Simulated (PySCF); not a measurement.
Species: BEt2H, C4H11B.
InChI=1S/C4H11B/c1-3-5-4-2/h5H,3-4H2,1-2H3

The closed-shell ground state was solved at several levels (PySCF, density fitting, gas phase, non-relativistic). One conformer (not necessarily the lowest) at the PBE0-D3(BJ)/def2-SVP geometry, without solvent, vibrations or thermal averaging.

```tsv
level	basis functions	HOMO (eV)	LUMO (eV)	gap (eV)	dipole (D)
PBE0/pcSseg-1	140	-8.23	-0.79	7.44	0.47
KT2/pcSseg-1	140	-6.94	-1.89	5.05	0.50
B3LYP/pcJ-1	245	-8.03	-1.00	7.03	0.46
```

Problem. Estimate the row for PBE0/def2-SVPD, a basis of 188 functions; the other rows only guide the guess.

Solution. HOMO -8.22 eV, LUMO -0.80 eV, gap 7.42 eV, dipole 0.50 D.

Problem. Over all these levels, which gives the widest orbital gap and which the narrowest?

Solution. PBE0/pcSseg-1 (global hybrid, 25 % exact exchange) has the widest, 7.44 eV, and KT2/pcSseg-1 (GGA) the narrowest, 5.05 eV. The two share the basis. From the narrowest to the widest the HOMO moves by -1.29 eV and the LUMO by +1.10 eV.

Problem. How far do the dipole and the HOMO energy spread over the levels?

Solution. The dipole runs from 0.46 to 0.50 D (mean 0.48 D) and the HOMO from -8.23 to -6.94 eV.
